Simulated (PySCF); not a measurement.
Species: CH$_{2}$NO, net charge 0, doublet state. It need not be the lowest isomer of its formula. SMILES: [NH]C=O
Structure (B3LYP-D3(BJ)/def2-TZVP (Ansatz) minimum search):
```xyz
5

N     -1.0751     0.2382     0.4330
C      0.2324     0.2799    -0.0236
O      0.9015    -0.6695    -0.3339
H     -1.7188     0.6912    -0.2242
H      0.6374     1.3183     0.0057
```
Charge 0, spin multiplicity 2.

Dispersion corrections to the total energy (kcal/mol) from the dftd3 and dftd4 libraries through PySCF: D3(BJ) without and D4 with the three-body term, each with the damping fitted for the functional named.

| functional | D3(BJ) | D4 |
|---|---|---|
| CAM-B3LYP | -0.88 | -0.91 |
| B2PLYP | -0.96 | -0.78 |
| BHLYP | -1.66 | -1.20 |
| r2SCAN | -0.32 | -0.26 |
| PBE | -1.30 | (withheld) |
| TPSSh | -1.42 | (withheld) |
| B3LYP | (withheld) | -1.84 |

### Question
What belongs in the gaps?

### Answer

- PBE, D4: -1.14
- TPSSh, D4: -1.40
- B3LYP, D3(BJ): -2.21
